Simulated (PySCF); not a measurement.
F$_{2}$O$_{2}$W (SMILES [O]=[W](=[O])([F])[F]), singlet, at a GFN2-xTB geometry (such geometries of metal compounds can be far from the true shape) (core potentials on W). Base run: B3LYP/def2-SVP run with PySCF.

The PySCF input:
```python
from pyscf import gto, scf, dft

mol = gto.M(
    atom='''
W     0.05487010   -0.01169516    0.01838624
O     1.32229612   -0.35687239   -1.03644562
O     0.49345910   -0.03014245    1.64488116
F    -0.71526726    1.59888556   -0.41592983
F    -1.34989154   -1.15871218   -0.27607755
''',
    basis='def2-svp',
    ecp={'W': 'def2-svp'},
    verbose=5,
)

mf = dft.RKS(mol)
mf.xc = 'b3lyp'
mf.kernel()
```

The base run was repeated with changes; each row names its change, and settings that it needs were set with it.

```
change                                                                                                                 basis functions        E (Eh)  HOMO (eV)  HOMO-LUMO gap (eV)  dipole (D)
---------------------------------------------------------------------------------------------------------------------  ---------------  ------------  ---------  ------------------  ----------
base                                                                                                                                88    -417.17196      -9.51                6.23        0.91
basis = x2c-TZVPall; relativity = spin-free X2C; nucleus = Gaussian (with nucmod='G'; without ecp={'W': 'def2-svp'})               205  -16494.75700      -9.68                6.19        0.96
basis = ANO-RCC-VDZP; relativity = spin-free X2C (without ecp={'W': 'def2-svp'})                                                   124  -16496.51083      -9.98                6.04        0.75
basis = x2c-SVPall; relativity = none (without ecp={'W': 'def2-svp'})                                                              122  -14003.55211      -7.96                2.25        0.25
basis = x2c-SVPall; relativity = spin-free X2C (without ecp={'W': 'def2-svp'})                                                     122  -16495.41324      -9.80                6.09        0.87
basis = x2c-TZVPall; relativity = none (without ecp={'W': 'def2-svp'})                                                             205  -15168.34441      -9.89                5.86        0.00
basis = ANO-RCC-VDZP; relativity = none (without ecp={'W': 'def2-svp'})                                                            124  -13841.53280      -7.99                2.31        0.47
basis = x2c-SVPall; relativity = spin-free X2C; nucleus = Gaussian (with nucmod='G'; without ecp={'W': 'def2-svp'})                122  -16493.52640      -9.80                6.09        0.87
basis = ANO-RCC-VDZP; relativity = spin-free X2C; nucleus = Gaussian (with nucmod='G'; without ecp={'W': 'def2-svp'})              124  -16494.21801      -9.98                6.04        0.75
basis = x2c-TZVPall; relativity = spin-free X2C (without ecp={'W': 'def2-svp'})                                                    205  -16496.70966      -9.68                6.19        0.96
```

Total energies compare only within one method and basis.

Basis sets contracted for a relativistic Hamiltonian are a mismatch without it, so the rows without relativity aren't non-relativistic limits. No row has spin-orbit coupling; sets with core potentials leave out the core electrons.
